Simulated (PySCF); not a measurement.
SiHCl₃, SMILES Cl[SiH](Cl)Cl. Atoms are numbered in the order given.

```xyz
5

Si     0.0000     0.0000     0.5114
Cl    -1.6808    -0.9704    -0.1796
Cl     0.0000     1.9408    -0.1796
Cl     1.6808    -0.9704    -0.1796
H      0.0000     0.0000     1.9997
```
Charge 0, spin multiplicity 1.

Coordinates come from a PBE-D3(BJ)/def2-SVP optimisation. The isomer is the one that the SMILES or the coordinates give; other isomers of the formula were not compared.

Two levels are set side by side: PBE/pcSseg-2 (PySCF) and PBE0/pcSseg-2 (PySCF). GIAO shifts against HCl (³⁵Cl), TMS (²⁹Si), TMS (¹H) at the same level; non-relativistic, no solvent, atoms listed together averaged. Without spin–orbit terms, shifts of atoms bonded to Cl or Br come out too high at both levels. Differences are taken from unrounded values.

```json
[
 {"quantity": "δ(²⁹Si) of Si1 (ppm)", "PBE0": "13.1"},
 {"quantity": "δ(³⁵Cl) of Cl2, Cl3, Cl4 (ppm)", "PBE0": "147.8"},
 {"quantity": "δ(¹H) of H5 (ppm)", "PBE0": "6.72"}
]
```

What does PBE give, and how far is it from PBE0? (Estimate from the structure and the level; the computed values follow.)


```tsv
quantity	PBE	PBE minus PBE0
δ(²⁹Si) of Si1 (ppm)	14.2	1.1
δ(³⁵Cl) of Cl2, Cl3, Cl4 (ppm)	180.9	33.1
δ(¹H) of H5 (ppm)	7.01	0.30
```

Rough cost on one machine, each run with all the roots and properties that it gave: PBE0 against PBE within a factor of 2.
